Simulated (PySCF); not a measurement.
Frontier orbitals and the lowest excitations

Species: tert-butylmalononitrile, C7H10N2.
Structure used (PBE0-D3(BJ)/def2-SVP), in Å, numbered top down from 1:
```xyz
19
C7H10N2 angstrom
C     -0.003   -0.709   -1.583
C      0.221   -0.085   -0.207
C      0.931   -1.073    0.719
C      1.039    1.200   -0.326
C     -1.160    0.278    0.439
C     -1.998   -0.903    0.663
N     -2.628   -1.856    0.844
C     -1.898    1.274   -0.344
N     -2.450    2.073   -0.972
H      0.965   -0.966   -2.038
H     -0.520   -0.012   -2.260
H     -0.600   -1.631   -1.513
H      1.914   -1.332    0.302
H      0.357   -2.005    0.836
H      1.093   -0.641    1.719
H      1.204    1.665    0.659
H      2.024    0.975   -0.760
H      0.545    1.938   -0.976
H     -0.964    0.727    1.430
```

Theory: PySCF 2.14.0, density-fitted response routines, TDDFT PBE0/def2-SVPD, vertical, gas phase, core orbitals frozen in the response.

Kohn–Sham orbitals with the atoms that hold most of them (Löwdin shares over 4%, at most four atoms; ? is withheld):

```
orbital  ε (eV)                            atoms
 LUMO+2    0.29     C6 11%, C8 11%, C4 8%, C3 8%
 LUMO+1   -0.29  H19 16%, C5 14%, C8 12%, C6 12%
   LUMO   -0.40   N9 21%, N7 21%, C8 17%, C6 17%
   HOMO       ?                                ?
 HOMO-1   -9.95                                ?
 HOMO-2  -10.12   N7 13%, N9 13%, C2 13%, C1 10%
 HOMO-3  -10.22   C1 12%, C2 11%, N7 11%, N9 11%
```

Q: Give the leading atoms of the HOMO.

A: N7 (bonded to C) 18%; N9 (bonded to C) 18%; C5 (bonded to 3 C and H) 12%; C6 (bonded to C and N) 11%. By element: nitrogen 35%, carbon 23% or more.

Q: Which atoms hold the HOMO-1, and with what shares?

A: N9 (bonded to C) 21%; N7 (bonded to C) 21%; C8 (bonded to C and N) 16%; C6 (bonded to C and N) 16%. By element: nitrogen 42%, carbon 32% or more.

Q: What is the HOMO energy, and the HOMO–LUMO gap?

A: ε(HOMO) = -9.60 eV; the gap is 9.20 eV (0.3382 hartree).

Q: The HOMO–LUMO gap is 9.20 eV. Where does the response calculation put the lowest singlet, and from which orbitals?

A: S1 is at 7.36 eV (f = 0.0054), 1.84 eV below the gap, made of HOMO→LUMO (60%), HOMO→LUMO+1 (16%). Without the coupling terms of the response equations the lowest excitation would equal the gap.

Next come S2 at 7.64 eV (f 0.0002), HOMO-1→LUMO+1 (20%), HOMO-3→LUMO (19%), HOMO-5→LUMO (16%); S3 at 7.85 eV (f 0.015), HOMO→LUMO+1 (47%), HOMO-2→LUMO (17%), HOMO-4→LUMO (8%); S4 at 7.87 eV (f 0.0026), HOMO-1→LUMO (37%), HOMO→LUMO+3 (20%), HOMO-5→LUMO+1 (14%); S5 at 7.96 eV (f 0.0002), HOMO-5→LUMO (27%), HOMO-1→LUMO+1 (24%), HOMO-3→LUMO (9%).
